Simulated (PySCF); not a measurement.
SMILES c1ccc(Cc2cccs2)cc1 (GFN2-xTB optimised geometry):

```
22

C      2.685    -2.333    -4.160
C      3.367    -1.442    -3.349
C      2.997    -1.285    -2.025
C      1.944    -2.020    -1.497
C      1.513    -1.808    -0.065
C      0.585    -0.640     0.000
C     -0.775    -0.640     0.000
C     -1.332     0.660     0.010
C     -0.387     1.632     0.011
S      1.205     0.980     0.000
C      1.261    -2.907    -2.317
C      1.631    -3.066    -3.641
H      2.974    -2.457    -5.193
H      4.189    -0.866    -3.749
H      3.527    -0.585    -1.396
H      2.389    -1.619     0.560
H      0.997    -2.695     0.307
H     -1.365    -1.539     0.000
H     -2.389     0.856     0.017
H     -0.518     2.695     0.018
H      0.436    -3.479    -1.916
H      1.095    -3.762    -4.269
```

Level of theory: PBE/def2-SVP run with PySCF.

What are the frontier orbital energies and the dipole moment?

HOMO-2 -6.14 eV, HOMO-1 -6.00 eV, HOMO -5.41 eV, LUMO -1.27 eV, LUMO+1 -0.96 eV; dipole moment 0.42 D.

Meta-Löwdin charges at PBE/def2-SVP: C1 -0.11, C2 -0.10, C3 -0.12, C4 0.03, C5 -0.19, C6 -0.09, C7 -0.15, C8 -0.13, C9 -0.24, S10 0.24, C11 -0.12, C12 -0.10, H13 0.11, H14 0.11, H15 0.10, H16 0.11, H17 0.11, H18 0.11, H19 0.12, H20 0.13, H21 0.10, H22 0.11.
